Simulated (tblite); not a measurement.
Parent: `[CH3:1][CH2:2][O:3][Si@@H:4]([OH:5])[C@@H:6]1[CH2:7][CH2:8][NH:9]1` with C1–C2–O3–Si4 -174°, C2–O3–Si4–O5 54°, O3–Si4–O5–H 154°, O3–Si4–C6–C7 -64°, Si4–C6–C7–C8 -123°, C6–C7–C8–N9 13°, C7–C8–N9–C6 -13°, Si4–C6–N9–C8 133°, C5H13NO2Si.

Structures optimised with GFN2-xTB, isolated species. One conformer each, not checked by frequencies here.

```
coordinate of the parent    value
                   C1–C2  1.520 Å
                   C2–O3  1.406 Å
                  O3–Si4  1.614 Å
                  Si4–O5  1.629 Å
                  Si4–C6  1.893 Å
                   C6–C7  1.539 Å
                   C7–C8  1.531 Å
                   C8–N9  1.466 Å
                   C6–N9  1.484 Å
                C1–C2–O3   109.6°
               C2–O3–Si4   127.1°
               O3–Si4–O5   109.8°
               O3–Si4–C6   107.2°
               O5–Si4–C6   108.8°
               Si4–C6–C7   118.8°
               Si4–C6–N9   108.6°
                C7–C6–N9    89.0°
                C6–C7–C8    86.8°
                C7–C8–N9    90.0°
                C6–N9–C8    91.3°
```

How does the shared frame change in `[OH:1][Si@@H:2]([O:3][CH2:4][SiH3:5])[C@H:6]1[CH2:7][CH2:8][NH:9]1` with H–O1–Si2–O3 -153°, O1–Si2–O3–C4 -55°, Si2–O3–C4–Si5 92°, O1–Si2–C6–C7 -55°, Si2–C6–C7–C8 122°, C6–C7–C8–N9 -12°, C7–C8–N9–C6 12°, Si2–C6–N9–C8 -132°, C4H13NO2Si2? Atoms pair as C2 = C4, O3 = O3, Si4 = Si2, O5 = O1, C6 = C6, C7 = C7, C8 = C8, N9 = N9 (parent first).

```csv
parent,relative,value in the relative,change
C2–O3,C4–O3,1.415 Å,+0.009
O3–Si4,O3–Si2,1.610 Å,-0.004
Si4–O5,Si2–O1,1.630 Å,+0.001
Si4–C6,Si2–C6,1.893 Å,0.000
C6–C7,C6–C7,1.539 Å,0.000
C7–C8,C7–C8,1.531 Å,0.000
C8–N9,C8–N9,1.466 Å,0.000
C6–N9,C6–N9,1.484 Å,0.000
C2–O3–Si4,C4–O3–Si2,127.5°,+0.4
O3–Si4–O5,O3–Si2–O1,110.7°,+0.9
O3–Si4–C6,O3–Si2–C6,107.1°,-0.1
O5–Si4–C6,O1–Si2–C6,107.9°,-0.9
Si4–C6–C7,Si2–C6–C7,118.4°,-0.4
Si4–C6–N9,Si2–C6–N9,108.0°,-0.6
C7–C6–N9,C7–C6–N9,89.2°,+0.2
C6–C7–C8,C6–C7–C8,86.8°,0.0
C7–C8–N9,C7–C8–N9,90.1°,+0.1
C6–N9–C8,C6–N9–C8,91.4°,+0.1
```

Of the parent's bonds, C2–O3 changes most (+0.009 Å). Bonds of the relative outside the shared frame: C4–Si5 1.908 Å. Point group C1 → C1.

How does the shared frame change in `[CH3:1][CH2:2][O:3][Si@@H:4]([OH:5])[C@H:6]1[CH2:7][SiH2:8][NH:9]1` with C1–C2–O3–Si4 -173°, C2–O3–Si4–O5 52°, O3–Si4–O5–H 159°, O3–Si4–C6–C7 175°, Si4–C6–C7–Si8 111°, C6–C7–Si8–N9 6°, C7–Si8–N9–C6 -7°, Si4–C6–N9–Si8 -110°, C4H13NO2Si2? Atoms pair as C1 = C1, C2 = C2, O3 = O3, Si4 = Si4, O5 = O5, C6 = C6 (parent first).

| parent | relative | value in the relative | change |
| --- | --- | --- | --- |
| C1–C2 | C1–C2 | 1.520 Å | 0.000 |
| C2–O3 | C2–O3 | 1.404 Å | -0.002 |
| O3–Si4 | O3–Si4 | 1.613 Å | -0.001 |
| Si4–O5 | Si4–O5 | 1.634 Å | +0.005 |
| Si4–C6 | Si4–C6 | 1.896 Å | +0.003 |
| C1–C2–O3 | C1–C2–O3 | 109.6° | 0.0 |
| C2–O3–Si4 | C2–O3–Si4 | 126.7° | -0.4 |
| O3–Si4–O5 | O3–Si4–O5 | 107.8° | -2.0 |
| O3–Si4–C6 | O3–Si4–C6 | 105.5° | -1.7 |
| O5–Si4–C6 | O5–Si4–C6 | 111.4° | +2.6 |

Of the parent's bonds, Si4–O5 changes most (+0.005 Å). Bonds of the relative outside the shared frame: C6–C7 1.539, C7–Si8 1.908, Si8–N9 1.709, C6–N9 1.470 Å. Point group C1 → C1.

All values are computed, not measured.
